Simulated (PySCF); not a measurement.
AlH6NO2Si. Atoms are numbered in the order given.

```xyz
11

Si    -1.2930    -0.7632     0.4162
N     -2.3462     0.6208     0.2474
Al     0.9223     0.0519    -0.1441
O      2.3280    -0.7134     0.4423
O      0.9412     1.4233    -1.1634
H     -1.3790    -1.2532     1.8273
H     -1.6526    -1.9614    -0.4252
H     -3.3443     0.5255     0.4155
H     -2.1776     1.2474    -0.5348
H      3.2552    -0.5061     0.3030
H      1.6811     1.9332    -1.5031
```

Coordinates come from a B3LYP-D3(BJ)/def2-SVP optimisation. The structure was generated by enumeration; whether it is a known compound was not checked. Other conformers were not sampled.

These are PySCF with PBE0/pcSseg-1 values and carry that method's errors.

GIAO shieldings, no solvent; atoms listed in one row are averaged. δ = σ(ref) − σ: ²⁹Si against TMS (σ = 352.7 ppm); ¹⁵N against NH3 (σ = 267.4 ppm); ¹⁷O against H2O (σ = 334.2 ppm); ¹H against TMS (σ = 31.56 ppm), references at their B3LYP-D3(BJ)/def2-TZVP geometries, non-relativistic.

| nucleus | atoms | count | δ (ppm) |
|---|---|---|---|
| ²⁹Si | Si1 | 1 | -67.2 |
| ¹⁵N | N2 | 1 | -2.0 |
| ¹⁷O | O5 | 1 | 49.6 |
| ¹⁷O | O4 | 1 | 48.4 |
| ¹H | H7 | 1 | 5.03 |
| ¹H | H6 | 1 | 4.93 |
| ¹H | H10, H11 | 2 | 2.25 |
| ¹H | H9 | 1 | 0.27 |
| ¹H | H8 | 1 | 0.00 |
